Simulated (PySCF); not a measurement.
**Trend along group 13: MI molecules**

HF with triple-zeta basis sets in PySCF, for the lowest determinant that a PBE0 search found; no spin–orbit coupling. De refers to high-spin ground-configuration atoms. A positive dipole means M(−)I(+).

```csv
M,basis,reference,state (unpaired electrons),Re (Å),ωe (cm⁻¹),De (eV),μ (D)
B,def2-TZVPP,RHF,singlet (closed shell),2.152,567,2.22,0.95
Al,def2-TZVPP,RHF,singlet (closed shell),2.578,304,2.87,-2.18
Ga,x2c-TZVPPall,RHF,singlet (closed shell),2.627,208,2.70,-3.01
In,x2c-TZVPPall,RHF,singlet (closed shell),2.810,170,2.63,-3.80
```

The shortest bond is that of BI (2.152 Å), the longest that of InI (2.810 Å).

The rows differ in basis set, which adds steps of its own.

Down a group the atoms grow and get heavier, so bonds lengthen and wavenumbers fall; this series shows no clear exception.

Spin–orbit coupling is left out, which matters for elements this heavy, above all for dissociation energies. Where the molecule has an RHF reference, its open-shell atoms are computed with UHF. Hartree–Fock leaves out correlation, which carries a large part of most bond energies and some tenths to 1 eV of ionisation energies.
